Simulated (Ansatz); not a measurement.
Species: GeH3, charge 1, singlet. GeH3+ (parent SMILES [GeH3], singlet).
B3LYP-D3(BJ)/def2-TZVP minimum from Ansatz (a first-principles code):
```
Ge
H 1 1.5244
H 1 1.5244 2 120.00
H 1 1.5244 2 120.00 3 180.00
```
Charge +1, spin multiplicity 1.

Total energies in aug-cc-pVTZ, 6 correlated electrons, 14 frozen orbitals. UHF or UKS for unpaired electrons; spin-orbit terms are left out. Cores are frozen in correlated methods (noble-gas shells, and filled d and f shells in the p block). No relativity. The spin of H3Ge+ (parent SMILES [GeH3], singlet) was assumed, and the state is the lowest solution found for it.

| method | program | energy (Eh) | minus CCSDT(Q) (mEh) |
|---|---|---|---|
| HF | Ansatz | -2076.83564 | 126.06 |
| MP2 | Ansatz | -2076.93615 | 25.54 |
| CCSD | Ansatz | -2076.95898 | 2.72 |
| CCSD(T) | Ansatz | -2076.96116 | 0.54 |
| CCSDT(Q) | Ansatz | -2076.96170 | 0.00 |

Rough core times of Ansatz's runs on a shared machine: CCSD(T) under 20 s, CCSDT(Q) 80 s.
